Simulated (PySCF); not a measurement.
C₆H₆O.

```xyz
13

C      0.0196    -2.9695     0.0000
C      0.0234    -1.6543     0.0000
C     -0.0201    -0.3213     0.0000
C     -1.2028     0.5420     0.0000
C     -0.7903     1.8298     0.0000
C      0.7103     1.8529     0.0000
O      1.1120     0.4774     0.0000
H      0.0210    -3.5583    -0.9385
H      0.0210    -3.5583     0.9385
H     -2.2320     0.1635     0.0000
H     -1.4212     2.7286     0.0000
H      1.1374     2.3641     0.8968
H      1.1374     2.3641    -0.8968
```

The structure is a stationary point at PBE-D3(BJ)/def2-SVP. One conformer was computed; it need not be the lowest.

These are PySCF with PBE/pcSseg-1 values and carry that method's errors. Non-relativistic, no solvent.

**Question.** Give the absolute GIAO shielding of each atom: isotropic value and principal components (ppm). (Estimate from the structure and the level; the computed values follow.)

**Answer.** 
```tsv
atom	σ(iso)	σ11	σ22	σ33	span
C1	82.3	-1.4	91.8	156.5	158.0
C2	-40.9	-100.2	-48.3	26.0	126.2
C3	31.4	-10.0	27.6	76.6	86.6
C4	46.3	-52.6	60.3	131.2	183.8
C5	47.1	-46.6	53.9	134.0	180.7
C6	94.3	63.3	80.3	139.2	76.0
O7	215.8	192.8	204.7	249.9	57.1
H8	24.9	23.3	23.8	27.7	4.5
H9	24.9	23.3	23.8	27.7	4.5
H10	24.8	23.6	24.2	26.8	3.2
H11	25.1	24.0	24.5	26.8	2.8
H12	25.7	21.9	24.7	30.6	8.7
H13	25.7	21.9	24.7	30.6	8.7
```
